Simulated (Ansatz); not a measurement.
The cluster La3⁺, relaxed as a quintet with UKS PBE-D4/def2-TZVP in Ansatz, starting from the PBE-D4/def2-TZVP geometry of the charge +1 singlet. Force threshold 0.02 eV/Å.

In the def2 sets La takes a core potential; there is no spin–orbit coupling. The charge 1 quintet is spin-contaminated (final ⟨S²⟩ up to 6.30, 6.00 for a pure state). The structure comes from a short search, and lower isomers may exist.

Start:

Cartesian coordinates in Å:
```
La 0.726 0.998 1.595
La -1.800 -0.897 -0.148
La 1.074 -0.101 -1.448
```

Question: Estimate the energy that the relaxation releases and the steps that it takes.

Answer: 0.02 eV, in 3 steps; 21 s on 2 threads of Arm Neoverse V1 on a shared host. No frequencies were taken in this run, so the end may be a saddle point.

Question: Does the start keep its bonding and symmetry?

Answer: By distances, no bond broke or formed. The bond that changes most is La1–La2, from 3.61 to 3.53 Å (atoms count from 1). Point group C2v at the start, C2v at the end, both within 0.05 Å.

Question: Predict the relaxed structure.

Answer: 
```tsv
atom	x (Å)	y (Å)	z (Å)
La1	0.684	0.980	1.600
La2	-1.791	-0.876	-0.108
La3	1.107	-0.104	-1.492
```
Bond lengths (bridged metal pairs left out): 3 × La–La 3.30 to 3.53 Å.
